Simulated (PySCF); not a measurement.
NMR data simulated for an unnamed compound:

1H NMR (400 MHz, computed): δ 4.29 (m, 1H), 4.18 (s, 3H), 4.15 (s, 3H), 3.36 (m, 1H), 2.86 (m, 1H), 2.82 (m, 1H).

13C{1H} NMR (computed): δ 210.7 (C), 182.3 (C), 170.9 (C), 78.2 (CH), 45.4 (CH2), 39.6 (CH).

A single conformation, one averaged value for each set of equivalent atoms, no relativistic terms, isolated molecule. Coordinates at the GFN2-xTB level; GIAO PBE0/pcSseg-1 shieldings; PySCF.

Scale: TMS for 1H and 13C (reference shieldings calculated alike).

Task: Which of these does the molecule contain: a ketone, a Si–H bond, an ester, an amide, a non-aromatic C=C double bond, a Si–CH3 group?

Result: 
- A ketone: yes (δC 210.7).
- A Si–H bond: yes (δH 4.15 (s)).
- An ester: no.
- An amide: no.
- A non-aromatic C=C double bond: yes.
- A Si–CH3 group: no.

The data belong to `O=C1C[C@@H]2C([SiH3])=C([SiH3])[C@H]12`, C$_{6}$H$_{10}$OSi$_{2}$; they needn't prove each group on their own.

Carbon signals by region: 3 in the far downfield region (above 160 ppm), 1 at 50–100 ppm, 2 below 50 ppm. Above 160 ppm: 210.7, ketone carbonyl carbon, 182.3, fully substituted alkene carbon, 170.9, fully substituted alkene carbon.

Shifts are as computed. Against solution values, carbons near 30 ppm lie about +3 ppm off and those near 130 ppm about +5 ppm. Of 1309 compounds with measured shifts, 239 miss one by over three times the rms of a fit or turn the order of signals round; such compounds aren't used in these exercises. Multiplicities follow the n + 1 count of equivalent neighbours, as no J values were calculated; m marks all less simple cases, F and P coupling included.
